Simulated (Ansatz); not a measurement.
C2HO (SMILES [CH]=C=O), doublet, at a GFN2-xTB geometry; MP2/def2-TZVP (Ansatz, an electronic-structure program).

Ansatz was given this input:
Ansatz 0.2 input:
```yaml
crystal:
  periodic: [false, false, false]
  atoms:
    - {symbol: C, position_ang: [0.02096193, -0.29118014, -1.19660672]}
    - {symbol: C, position_ang: [0.00440730, 0.00402097, 0.01711055]}
    - {symbol: H, position_ang: [0.10767277, -0.53985429, -2.20994473]}
    - {symbol: O, position_ang: [-0.03248602, 0.28285117, 1.16086522]}
basis:
  gaussian:
    orbitals: def2-TZVP
magnetization: {spin_polarized: true, initial_magnetization: 1}
correlation: {method: mp2}
```

Question: Write the output that Ansatz gives for this input, abridged.

Answer: 
```
Functional definition: HF
650 factors; integrals over basis functions are off by at most 1.2e-3 eV
mean field evaluation 1: about -4111.1237 eV, gradient 1.9e1 eV
mean field evaluation 2: about -4111.1288 eV, gradient 1.9e1 eV
mean field evaluation 4: about -4112.8012 eV, gradient 3.3e0 eV
mean field evaluation 8: about -4112.9133 eV, gradient 3.3e-1 eV
mean field evaluation 16: about -4112.9209 eV, gradient 3.0e-6 eV
mean field evaluation 32: about -4112.9195 eV, gradient 7.7e-3 eV
mean field evaluation 64: about -4112.9203 eV, gradient 4.0e-3 eV
mean field evaluation 96: about -4112.9041 eV, gradient 9.4e-1 eV
mean field -4112.92093076 eV, -151.1470563673 hartree, gradient 3.0e-6 eV, S^2 0.826500; 6 other end points of the search recorded, 0 dependent functions left out
3 core orbitals not correlated
reference -4112.92093076 eV, -151.1470563673 hartree; 8, 7 occupied and 88, 89 virtual orbitals, 650 factors
second order -13.35446271 eV of doubles, -0.00000000 eV of singles
Total energy: -4126.27539346 eV, -151.6378238199 hartree
```
